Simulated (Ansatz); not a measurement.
Reaction (homolysis of the Ga–S bond): `[F][Ga]([SH])[Cl]` → `[F][Ga][Cl]`• + `[SH]`•

Isolated molecules relaxed with PBE0-D4/def2-TZVP in Ansatz; ΔE leaves out vibrations. CCSD(T)/CBS adds triple-zeta CCSD(T) − MP2 to the extrapolated MP2 energy (def2 sets, frozen cores). This one scheme is used for every species. Functionals use def2-TZVPP. B3LYP here is the variant with VWN-RPA as its local correlation; programs differ in this. HSE06 is defined as in plane-wave codes. Open shells (•) are unrestricted, without spin–orbit coupling. For Ga outer-core shells are correlated without core-valence functions, which leaves a few kJ/mol of doubt a bond. Scalar relativity is left out up to krypton. Each species was taken in one conformer, which may not be the lowest.

```
             level  ΔE (kcal/mol)  difference from CCSD(T)/CBS
         revPBE-D4           79.8                         -8.1
        r2SCAN0-D4           81.9                         -6.0
          HSE06-D4           83.5                         -4.4
          BHLYP-D4           80.0                         -7.9
      CAM-B3LYP-D4           80.9                         -7.0
           ωB97X-V           85.6                         -2.3
            B2PLYP           81.0                         -6.9
          PBE-QIDH           85.8                         -2.1
             B3LYP           76.8                        -11.1
RPA@PBE/def2-TZVPP           78.0                         -9.9
  CCSD(T)/def2-SVP           81.9                         -6.0
     HF/def2-TZVPP           59.8                        -28.1
CCSD(T)/def2-TZVPP           84.2                         -3.7
    MP2/def2-QZVPP           89.8                          1.9
SCS-MP2/def2-QZVPP           87.8                         -0.1
     MP2/CBS(def2)           91.5                          3.6
       CCSD(T)/CBS           87.9                            0
```

Largest T1 diagnostic among the species: 0.016.

From BLYP to BHLYP (50 % exact exchange), in def2-TZVPP and without D4, ΔE moves by +3.6 kcal/mol. In def2-TZVPP, CCSD(T) changes the Hartree–Fock value by +24.4 kcal/mol (the triples alone add +2.2 kcal/mol) and MP2 by +28.0 kcal/mol; breaking electron pairs costs correlation energy, which Hartree–Fock lacks. The D4 term adds +2.8 kcal/mol with B3LYP and +1.5 kcal/mol with PBE0; it sums over pairs of atoms, weighted by their polarisabilities, and B3LYP, whose exchange is more repulsive, gets the larger term.
